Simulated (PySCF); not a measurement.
A calculated (PBE0, PySCF 2.14, def2-TZVPPD, no relativity, point nucleus) atom or ion has these occupied shells.

```
shell  electrons  orbital energy (eV)  rms radius, mean of both spins (bohr)
 1s β          1              -3960.1                                 0.0896
 1s α          1              -3960.0                                 0.0896
 2s α          1              -419.86                                  0.397
 2s β          1              -419.81                                  0.397
 2p α          3              -341.05                                  0.365
 2p β          3              -341.00                                  0.365
 3s α          1              -47.946                                   1.26
 3s β          1              -47.604                                   1.26
 3p α          3              -28.051                                   1.40
 3p β          3              -27.612                                   1.40
 4s β          1               -3.687                                   4.68
 3d α          1               -1.356                                   3.38
```

Task: Name the element and its charge.

Result: Ca (calcium, neutral), in [Ar] 3d1 4s1, 4s spin antiparallel (an excited configuration).
